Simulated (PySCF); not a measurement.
C3H4O2Si, SMILES C1(CC(=O)[SiH2]1)=O. Geometry: B3LYP-D3(BJ)/def2-SVP. This is a generated structure with no PubChem entry under its InChIKey; it may be hypothetical.

Computed equilibrium geometry at B3LYP-D3(BJ)/def2-SVP (PySCF confirms it by a frequency run) as Cartesian coordinates in Å, and its point group:
point group C2v.
```xyz
10

O     -2.3528     0.0000     0.5101
C     -1.1783     0.0000     0.2670
C      0.0000     0.0000     1.2670
C      1.1783     0.0000     0.2670
O      2.3528     0.0000     0.5101
Si     0.0000     0.0000    -1.3201
H      0.0000    -0.8896     1.9242
H      0.0000     0.8896     1.9242
H      0.0000     1.2265    -2.1675
H      0.0000    -1.2265    -2.1675
```
Charge 0, spin multiplicity 1.
